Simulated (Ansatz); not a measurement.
The same path of ClH3Sn + H2S (8 atoms, charge 0, multiplicity 1) was run twice with different band settings. Lost on the way: Sn1–Cl2, S6–H8. Made: Sn1–S6, Cl2–H8.

Level of theory: RKS BHLYP/def2-SVP in Ansatz 0.2.0.

Relaxed end points:

```xyz
8
Properties=species:S:1:pos:R:3
Sn 0.390 0.062 -0.156
Cl 0.257 -0.190 2.201
H 2.056 0.010 -0.498
H -0.295 1.568 -0.525
H -0.433 -1.262 -0.826
S -3.441 0.106 1.021
H -3.542 -1.230 0.962
H -2.491 0.063 1.969
```

```xyz
8
Properties=species:S:1:pos:R:3
Sn -0.445 -0.056 -0.591
Cl -0.428 0.675 3.388
H 0.704 -0.976 0.258
H -0.106 1.606 -0.576
H -0.648 -0.645 -2.177
S -2.598 -0.238 0.565
H -2.572 -1.576 0.665
H -1.407 0.336 2.616
```

Common settings: spring 5.0 eV/Å²; optimiser quadratic models (default); start path through a guess of the saddle point; force threshold 0.05 eV/Å; iteration limit 60; end points relaxed.

| run | movable images | climbing image |
| --- | --- | --- |
| 1 | 5 | yes |
| 2 | 2 | no |

Task: What does each run give, and how far can it be trusted?

Result: Run 1: converged after 18 iterations, highest image 1.448 eV above the first end. A vibrational analysis at the climbing image gives 2 clearly imaginary modes (903i, 134i cm⁻¹): a point of higher order, so a lower path passes nearby.
Run 2: converged after 10 iterations, highest image 0.659 eV above the first end. No image climbed, so the highest image needn't sit at the top of the path. A band with more images between the same ends climbed to 1.45 eV, so this one has probably stepped over the top. So few images can step over the top or miss a turn of the path.
The orbitals stay closed-shell, which can raise the energy where a bond breaks towards radicals; this wasn't checked here.
